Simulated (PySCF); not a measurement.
**Electron correlation in La³⁺ (lanthanum, charge +3)**

[Xe], closed-shell 1S. All numbers are calculated (PySCF 2.14, the spin-free X2C one-electron Hamiltonian (Gaussian nucleus), in cc-pVDZ-X2C (8s7p5d3f1g, 84 functions)). Frozen: [Ar] 3d10; 26 electrons correlated.

```tsv
level	correlation energy (mhartree)
CCSD	-622.01
(T)	-11.43
CCSD(T)	-633.44
```

Diagnostics: T1 = 0.0013, D1 = 0.0028, largest double amplitude 0.031.

Cost of the coupled-cluster step: about 13 core-seconds, for 26 correlated electrons.

This basis was not built for core-valence correlation, so the inner-shell part is incomplete.
